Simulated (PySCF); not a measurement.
# KMg and its ions

B2PLYP; K aug-pcseg-1, Mg aug-pcseg-1; no relativity (PySCF 2.14). Neutral (UKS): doublet (σ ↑), Re = 4.147 Å, ωe = 54.1 cm⁻¹, De = 0.05 eV, HOMO -3.21 eV, LUMO -0.80 eV.

KMg⁻ (UKS): singlet (closed shell), Re = 4.502 Å, ωe = 44.2 cm⁻¹, De = 0.12 eV to K⁻ + Mg. The energies at the minima are -799.61946 hartree for KMg and -799.63745 for KMg⁻.

Problem. Work out the adiabatic electron affinity, without and with harmonic zero-point energies (1 hartree = 27.2114 eV, 1 eV = 8065.5 cm⁻¹), and the change of the bond length.

Solution. At B2PLYP: 0.01799 hartree = 0.490 eV between the minima; the zero-point term (54.1 − 44.2)/2 cm⁻¹ = +0.001 eV makes it 0.490 eV. Re changes by +35.5 pm against the neutral. The electron enters a σ orbital; the charge polarises the partner, so the anion is bound more strongly.

Correlated steps freeze 6 core orbitals. Closed-shell solutions of metal pairs were not tested for spin polarisation, which can lower them a little. Weak bonds: KMg, KMg⁻. Basis-set superposition, not corrected here, can be much of De in a small basis, most of all at correlated wavefunction levels. For an ion De counts to the pair picked by the measured ionisation energies or electron affinities, which need not be the lowest pair at this level. The highest Kohn–Sham level is positive in this anion. Much of that is self-interaction error, but it also means that the finite basis helps to hold the extra electron. B2PLYP dipoles, levels and charges come from its SCF part alone. States were picked by a PBE0 search and need not be the measured ground states.
